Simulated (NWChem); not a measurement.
Species: germylsilane (GeSiH$_{6}$); SMILES [SiH3][GeH3]

Results from NWChem. Geometry: optimised at PBE0/def2-SVP. B3LYP is NWChem's, with the RPA form of VWN correlation. Ions are spin-unrestricted doublets at the neutral geometry; other ion states weren't tried.

```
level                  vertical ionisation energy, ΔSCF (eV)  −ε(HOMO) (eV)  ΔSCF minus −ε(HOMO) (eV)
---------------------  -------------------------------------  -------------  ------------------------
B3LYP/aug-cc-pVDZ                                      10.41           8.09                      2.32
LRC-wPBEh/aug-cc-pVDZ                                  10.43          10.08                      0.35
M06-2X/aug-cc-pVDZ                                       [?]            [?]                       [?]
```

Problem. What belongs in the gaps?

Solution. 
- M06-2X/aug-cc-pVDZ, vertical ionisation energy, ΔSCF (eV): 10.42
- M06-2X/aug-cc-pVDZ, −ε(HOMO) (eV): 9.25
- M06-2X/aug-cc-pVDZ, ΔSCF minus −ε(HOMO) (eV): 1.17
